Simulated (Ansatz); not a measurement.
`[SiH3]OBO[SiH3]` + H₂ → `BO[SiH3]` + `O[SiH3]`  (hydrogenolysis of a B–O bond)

Computed with Ansatz on PBE0-D4/def2-TZVP structures; ΔE is electronic, products minus reactants. CBS: MP2 limit from def2 TZ/QZ plus the TZ coupled-cluster correction, frozen cores. This one scheme is used for every species. DFT in def2-TZVPP. HSE06 is defined as in plane-wave codes. Each species was taken in one conformer, which may not be the lowest.

Question: Is it downhill or uphill in electronic energy at CCSD(T)/CBS, and by how much? (Estimate.)

Answer: Ansatz gave: Uphill: ΔE = +127.2 kJ/mol.

Question: What do these levels give: r2SCAN-D4, HSE06-D4, r2SCAN, MP2/def2-TZVPP, SCS-MP2/def2-TZVPP, MP2/CBS(def2)? (Estimate.)

Answer: Computed: r2SCAN-D4 133.8, HSE06-D4 125.9, r2SCAN 131.7, MP2/def2-TZVPP 130.4, SCS-MP2/def2-TZVPP 125.8, MP2/CBS(def2) 130.2 kJ/mol.

Question: What do rigid-rotor, harmonic-oscillator terms from PBE0-D4/def2-TZVP frequencies (298.15 K, 1 bar) make of the CCSD(T)/CBS value? (Estimate.)

Answer: The calculation gave: ΔZPE = +14.9 kJ/mol, ΔH = +137.7 kJ/mol, ΔS = 39 J/(mol·K), ΔG = +126.2 kJ/mol.

Largest T1 diagnostic among the species: 0.013.

Leaving LDA and LC-ωPBE aside and taking each functional with its dispersion term where it has one, the values, not all of them listed here, spread over 9.3 kJ/mol, from B2PLYP to r2SCAN-D4. LDA lies +14.1 kJ/mol from PBE without D4. From BLYP to BHLYP (50 % exact exchange), in def2-TZVPP and without D4, ΔE moves by +3.4 kJ/mol. The D4 term adds +10.5 kJ/mol with B3LYP and +6.1 kJ/mol with PBE0; it sums over pairs of atoms, weighted by their polarisabilities, and B3LYP, whose exchange is more repulsive, gets the larger term.

B3LYP here is the variant with VWN-RPA as its local correlation; programs differ in this.
